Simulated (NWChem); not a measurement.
Species: pentafluorosilicate (SiF5 anion); SMILES F[Si-](F)(F)(F)F

Computed with NWChem. Pople sets run with spherical d functions. Sets without diffuse functions describe the anion's extra electron poorly. Coordinates come from a B3LYP/def2-SVPD optimisation. Level BLYP/6-31G*: single points from the atomic guess with DIIS by default; each run changes one setting, and all converged runs end within 0.3 mHa of each other. cgmin counts macro-iterations, each dearer than a DIIS step.

Question: Which setting needs the most SCF iterations, or fails (DIIS on 3 Fock matrices; no DIIS, 40 % damping; no level shifting; defaults; quadratically convergent solver (cgmin))?

Answer: no DIIS, 40 % damping, with 27 against 7 for the defaults.
```tsv
setting	SCF iterations
defaults	7
no DIIS, 40 % damping	27
DIIS on 3 Fock matrices	9
quadratically convergent solver (cgmin)	5
no level shifting	7
```
